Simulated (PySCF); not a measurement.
C3H10FNSi, SMILES CC(C)(F)[SiH2]N. Coordinates come from a B3LYP-D3(BJ)/def2-SVP optimisation. The structure was generated by enumeration, and PubChem lists no compound with its InChIKey, so it may never have been made. The values are those of a single conformer.

Computed equilibrium geometry at B3LYP-D3(BJ)/def2-SVP (PySCF confirms it by a frequency run) as a Z-matrix (one conformer of several):
```
C
F 1 1.4273
C 1 1.5198 2 107.19
H 3 1.1009 1 111.05 2 -58.94
H 3 1.1017 4 108.31 1 121.74
H 3 1.1031 4 108.07 5 117.05
C 1 1.5205 2 106.76 3 121.05
H 7 1.1010 1 110.58 2 60.64
H 7 1.1016 8 108.34 1 -121.52
H 7 1.1028 8 108.32 9 -117.40
Si 1 1.9215 2 103.09 7 118.94
N 11 1.7318 1 113.63 2 -59.39
H 12 1.0148 11 120.12 1 -83.27
H 12 1.0159 13 110.83 11 -145.95
H 11 1.4901 12 109.50 13 158.02
H 11 1.4935 15 110.93 12 118.32
```
